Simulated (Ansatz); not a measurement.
Reaction (formal exchange of groups at the Si–Si bond): `O[Si](O)(F)[SiH3]` + `F[SiH3]` → `O[Si](O)(F)[SiH2]F` + SiH₄

Isolated molecules relaxed with PBE0-D4/def2-TZVP in Ansatz; ΔE leaves out vibrations. CCSD(T)/CBS adds triple-zeta CCSD(T) − MP2 to the extrapolated MP2 energy (def2 sets, frozen cores). This one scheme is used for every species. DFT in def2-TZVPP. HSE06 is defined as in plane-wave codes. Each species was taken in one conformer, which may not be the lowest.

| level | ΔE (kcal/mol) | difference from CCSD(T)/CBS |
| --- | --- | --- |
| revPBE-D4 | 1.4 | -0.9 |
| PBE0-D4 | 1.9 | -0.4 |
| r2SCAN0-D4 | 2.1 | -0.2 |
| HSE06-D4 | 1.9 | -0.4 |
| CAM-B3LYP-D4 | 1.5 | -0.8 |
| B2PLYP | 2.0 | -0.3 |
| PBE | 1.8 | -0.5 |
| CAM-B3LYP | 1.7 | -0.6 |
| MP2/def2-TZVPP | 2.4 | 0.1 |
| HF/def2-QZVPP | 1.9 | -0.4 |
| CCSD(T)/CBS | 2.3 | 0 |

Largest T1 diagnostic among the species: 0.013.

Leaving LDA and LC-ωPBE aside and taking each functional with its dispersion term where it has one, the values, not all of them listed here, spread over 1.1 kcal/mol, from BLYP-D4 to PBE-QIDH.
